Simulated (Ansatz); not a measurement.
Cost and result for the atomization energy of C₃H₉NSi, SMILES `C/C=C/[SiH2]N` (14 atoms, 13 bonds).

Cartesian coordinates in Å:
```
C -2.262 -0.296 1.208
C -0.993 0.275 0.676
C 0.065 -0.424 0.263
Si 1.603 0.386 -0.372
N 1.965 -0.189 -1.953
H -3.117 0.025 0.604
H -2.451 0.062 2.225
H -2.237 -1.387 1.224
H -0.950 1.364 0.632
H 0.010 -1.512 0.307
H 1.366 1.859 -0.258
H 2.803 0.053 0.445
H 2.906 -0.127 -2.305
H 1.292 -0.089 -2.696
```

The species carries charge 0 and has multiplicity 1. All single points use the PBE0-D4/def2-TZVP geometry. It is one conformer, not always the lowest. Program: Ansatz. All runs use 4 threads of an Arm Neoverse V1 on a shared host. Times are those of one run each, without the atoms' runs, and a repeat can differ threefold. Electronic energies, without spin–orbit coupling; frozen cores. CCSD(T)/CBS adds CCSD(T) − MP2 in def2-TZVPP to the MP2 limit, and its time is that of the two runs behind it. T1 = 0.010. B3LYP takes the VWN-RPA correlation (the form of Gaussian; ORCA's B3LYP/G). HSE06 is the plane-wave form, built on full-range PBE exchange.

CCSD(T)/CBS is a level of theory with its own doubt, some kJ/mol a heavy atom from the limit and from the frozen cores, so smaller differences don't rank the functionals.

| level | functions | wall time |
| --- | --- | --- |
| LDA (SPW92)/def2-TZVPP | 292 | 1.6 s |
| revPBE-D4/def2-TZVPP | 292 | 2.6 s |
| BLYP-D4/def2-TZVPP | 292 | 2.6 s |
| HSE06-D4/def2-TZVPP | 292 | 4.2 s |
| r2SCAN-D4/def2-TZVPP (with forces) | 292 | 6.5 s |
| B3LYP-D4/def2-TZVPP (with forces) | 292 | 6.5 s |
| B2PLYP/def2-TZVPP | 292 | 7.5 s |
| PBE-QIDH/def2-TZVPP | 292 | 7.5 s |
| CCSD(T)/def2-SVP | 119 | 9 s |
| B97M-V/def2-TZVPP | 292 | 13 s |
| MP2/def2-QZVPP | 568 | 35 s |
| CCSD(T)/def2-TZVPP | 292 | 5 min |
| CCSD(T)/CBS(def2) | – | 5.6 min |

(1) What atomization energy does each give, and how far from CCSD(T)/CBS? (Best estimate.)

## Answers

(1) Ansatz gave: 
```
                             level  atomization (kJ/mol)  difference from CCSD(T)/CBS  per bond
            LDA (SPW92)/def2-TZVPP                5989.4                        687.8      52.9
              revPBE-D4/def2-TZVPP                5269.2                        -32.4      -2.5
                BLYP-D4/def2-TZVPP                5294.9                         -6.7      -0.5
               HSE06-D4/def2-TZVPP                5314.5                         12.9       1.0
r2SCAN-D4/def2-TZVPP (with forces)                5298.6                         -3.0      -0.2
 B3LYP-D4/def2-TZVPP (with forces)                5316.9                         15.3       1.2
                 B2PLYP/def2-TZVPP                5254.3                        -47.3      -3.6
               PBE-QIDH/def2-TZVPP                5268.1                        -33.5      -2.6
                  CCSD(T)/def2-SVP                5012.6                       -289.0     -22.2
                 B97M-V/def2-TZVPP                5312.1                         10.5       0.8
                    MP2/def2-QZVPP                5292.3                         -9.3      -0.7
                CCSD(T)/def2-TZVPP                5168.0                       -133.6     -10.3
                 CCSD(T)/CBS(def2)                5301.6                          0.0       0.0
```

In def2-TZVPP, CCSD(T) changes the Hartree–Fock value by +1242.9 kJ/mol (the triples alone add +67.3 kJ/mol) and MP2 by +1287.8 kJ/mol; breaking electron pairs costs correlation energy, which Hartree–Fock lacks. At CCSD(T), def2-SVP lies −289.0 kJ/mol from the extrapolated value and def2-TZVPP −133.5 kJ/mol: correlation converges slowly with the basis, and small sets miss more of it in the bonded molecule than in its fragments. The D4 term adds +41.9 kJ/mol with B3LYP and +22.1 kJ/mol with PBE0; it sums over pairs of atoms, weighted by their polarisabilities, and B3LYP, whose exchange is more repulsive, gets the larger term.
